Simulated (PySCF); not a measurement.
**Atomic charges against the basis set**

C8H12.
Atom-mapped SMILES: `[CH:1]#[C:2][CH:3]1[CH2:4][CH2:5][CH2:6][CH2:7][CH2:8]1` (hydrogens: H9 on C1; H10 on C3; H11, H12 on C4; H13, H14 on C5; H15, H16 on C6; H17, H18 on C7; H19, H20 on C8)

Cartesian coordinates in Å at the PBE0-D3(BJ)/def2-SVP level; atoms count from 1:
```xyz
20
C8H12 angstrom
C      2.883    1.883   -0.820
C      1.874    1.354   -0.408
C      0.657    0.696    0.058
C     -0.533    0.982   -0.871
C     -1.800    0.289   -0.384
C     -1.590   -1.211   -0.213
C     -0.412   -1.502    0.710
C      0.863   -0.818    0.229
H      3.778    2.357   -1.176
H      0.414    1.115    1.053
H     -0.686    2.070   -0.951
H     -0.276    0.627   -1.884
H     -2.628    0.486   -1.084
H     -2.104    0.726    0.584
H     -1.396   -1.665   -1.202
H     -2.506   -1.687    0.171
H     -0.652   -1.147    1.729
H     -0.245   -2.588    0.794
H      1.694   -1.001    0.927
H      1.171   -1.239   -0.744
```

PBE0 throughout (PySCF), one geometry, spherical d and f functions. Isolated species at its PBE0-D3(BJ)/def2-SVP geometry (one conformer only). Atoms taken as equivalent share a column and are averaged. The first 7 of 14 kinds of atom are listed.

Mulliken charges (e):

```
        basis  functions      C1      C2      C3   C4/C8   C5/C7      C6      H9
       STO-3G         52  -0.154  -0.044  -0.070  -0.136  -0.142  -0.142  +0.114
     pcSseg-0         96  -0.320  -0.009  -0.426  -0.399  -0.477  -0.478  +0.273
        6-31G         96  -0.527  +0.191  -0.231  -0.298  -0.314  -0.316  +0.275
       6-31G*        136  -0.566  +0.348  -0.281  -0.321  -0.328  -0.326  +0.232
      cc-pVDZ        172  -0.515  +0.484  -0.200  -0.003  -0.045  -0.056  -0.001
     def2-SVP        172  -0.507  +0.380  -0.137  -0.028  -0.031  -0.070  +0.038
     pcSseg-1        196  -0.457  +0.358  -0.333  -0.160  -0.215  -0.229  +0.055
6-311+G(2d,p)        288  -0.451  +0.494  -0.055  -0.358  -0.354  -0.250  +0.149
  aug-cc-pVDZ        292  +0.912  -0.115  -0.420  +0.965  +0.486  +0.536  -0.731
    def2-TZVP        320  -0.128  -0.007  -0.210  -0.206  -0.178  -0.196  +0.171
```

IAO charges (e):

```tsv
basis	functions	C1	C2	C3	C4/C8	C5/C7	C6	H9
STO-3G	52	-0.178	-0.039	-0.139	-0.246	-0.255	-0.256	+0.157
pcSseg-0	96	-0.242	-0.026	-0.139	-0.259	-0.269	-0.268	+0.188
6-31G	96	-0.256	-0.029	-0.122	-0.257	-0.264	-0.263	+0.197
6-31G*	136	-0.251	-0.029	-0.116	-0.244	-0.251	-0.250	+0.192
cc-pVDZ	172	-0.260	-0.026	-0.116	-0.245	-0.251	-0.250	+0.196
def2-SVP	172	-0.252	-0.023	-0.118	-0.239	-0.246	-0.245	+0.189
pcSseg-1	196	-0.263	-0.026	-0.119	-0.245	-0.252	-0.251	+0.197
6-311+G(2d,p)	288	-0.273	-0.023	-0.119	-0.251	-0.258	-0.257	+0.201
aug-cc-pVDZ	292	-0.273	-0.024	-0.117	-0.250	-0.256	-0.256	+0.201
def2-TZVP	320	-0.272	-0.023	-0.118	-0.251	-0.258	-0.257	+0.201
```

Which scheme is steadiest as the basis changes?

Largest range over the bases for any column: IAO 0.09 e, Mulliken 1.48 e. IAO charges move least and Mulliken charges most, counted in e. Without the minimal STO-3G basis the ranges are IAO 0.03, Mulliken 1.48 e.

How much do the charges still move between the two largest bases, aug-cc-pVDZ and def2-TZVP?

At most, over all atoms: Mulliken 1.172 e, IAO 0.001 e.

What do the same runs give for the total energy, the frontier levels and the dipole moment?

| basis | energy (Eh) | HOMO (eV) | LUMO (eV) | μ (D) |
| --- | --- | --- | --- | --- |
| STO-3G | -307.9331 | -5.63 | 5.31 | 0.76 |
| pcSseg-0 | -310.9533 | -7.67 | 1.60 | 0.74 |
| 6-31G | -311.5611 | -7.30 | 1.93 | 0.84 |
| 6-31G* | -311.6304 | -7.20 | 1.88 | 0.83 |
| cc-pVDZ | -311.6539 | -7.38 | 1.54 | 0.91 |
| def2-SVP | -311.4162 | -7.48 | 1.46 | 0.89 |
| pcSseg-1 | -311.5957 | -7.56 | 1.24 | 0.93 |
| 6-311+G(2d,p) | -311.7194 | -7.53 | 0.25 | 1.04 |
| aug-cc-pVDZ | -311.6692 | -7.51 | -0.07 | 1.05 |
| def2-TZVP | -311.7426 | -7.51 | 1.02 | 1.02 |

The dipole is fixed by the density alone, so its range of 0.31 D shows that the density itself changes with the basis, not only its division among atoms.
